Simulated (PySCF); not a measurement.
Geometry:
| atom | x (Å) | y (Å) | z (Å) |
| --- | --- | --- | --- |
| C1 | -2.062 | 1.518 | 1.652 |
| C2 | -1.651 | 0.782 | 0.614 |
| C3 | -2.500 | -0.284 | -0.018 |
| C4 | -1.759 | -1.622 | -0.047 |
| C5 | -0.394 | -1.483 | -0.709 |
| C6 | 0.470 | -0.416 | -0.035 |
| C7 | 1.837 | -0.291 | -0.708 |
| Si8 | 3.055 | 0.911 | 0.096 |
| C9 | -0.282 | 0.922 | 0.007 |
| H10 | -3.059 | 1.390 | 2.082 |
| H11 | -1.416 | 2.278 | 2.102 |
| H12 | -3.463 | -0.376 | 0.507 |
| H13 | -2.727 | 0.015 | -1.059 |
| H14 | -1.627 | -1.979 | 0.989 |
| H15 | -2.364 | -2.382 | -0.566 |
| H16 | 0.137 | -2.449 | -0.700 |
| H17 | -0.525 | -1.211 | -1.773 |
| H18 | 0.628 | -0.731 | 1.014 |
| H19 | 2.329 | -1.279 | -0.734 |
| H20 | 1.711 | 0.010 | -1.765 |
| H21 | 3.053 | 0.737 | 1.583 |
| H22 | 4.437 | 0.644 | -0.412 |
| H23 | 2.725 | 2.339 | -0.205 |
| H24 | 0.298 | 1.680 | 0.557 |
| H25 | -0.384 | 1.291 | -1.032 |

Geometry: PBE0-D3(BJ)/def2-SVP; GIAO shifts from PySCF 2.14, gas phase, non-relativistic, averaged over equivalent atoms.

At KT2/pcSseg-1 (240 basis functions, 72 s wall time on 1 thread of an Arm Neoverse V2, shared host):
```csv
atoms,δ (ppm)
C2,147.6
C1,105.9
C9,46.1
C6,43.8
C5,42.0
C3,39.0
C4,32.4
C7,18.2
Si8,-70.7
H10,4.79
H11,4.78
H21/H22/H23,3.92
H24,2.30
H12,2.14
H13,2.02
H15,1.81
H16,1.71
H25,1.58
H14,1.40
H18,1.25
H17,0.98
H19,0.90
H20,0.55
```

References, each an isolated molecule treated in the same way: TMS for $^{13}$C (σref 183.22) and $^{29}$Si (σref 361.05) and $^{1}$H (σref 31.18).

Q: Predict the values at PBE0/pcSseg-1 on the same geometry.

A: 
| atoms | δ at PBE0/pcSseg-1 | change |
| --- | --- | --- |
| C2 | 157.0 | +9.4 |
| C1 | 115.4 | +9.5 |
| C9 | 44.6 | -1.5 |
| C6 | 39.9 | -3.9 |
| C5 | 40.0 | -2.0 |
| C3 | 37.7 | -1.3 |
| C4 | 30.2 | -2.2 |
| C7 | 17.0 | -1.2 |
| Si8 | -66.7 | +4.0 |
| H10 | 4.99 | +0.20 |
| H11 | 4.98 | +0.20 |
| H21/H22/H23 | 3.90 | -0.02 |
| H24 | 2.22 | -0.08 |
| H12 | 2.12 | -0.02 |
| H13 | 1.89 | -0.13 |
| H15 | 1.66 | -0.15 |
| H16 | 1.59 | -0.12 |
| H25 | 1.45 | -0.13 |
| H14 | 1.26 | -0.14 |
| H18 | 1.09 | -0.16 |
| H17 | 0.94 | -0.04 |
| H19 | 0.78 | -0.12 |
| H20 | 0.46 | -0.09 |

Scale: TMS for $^{13}$C (184.41 ppm) and $^{29}$Si (351.99 ppm) and $^{1}$H (31.27 ppm) (reference shieldings calculated alike).

The largest change is at C1 (terminal =CH2 carbon). Cost: 240 basis functions, 68 s wall time on 1 thread of an Arm Neoverse V2, shared host. The order of the carbon signals changes between the two levels.
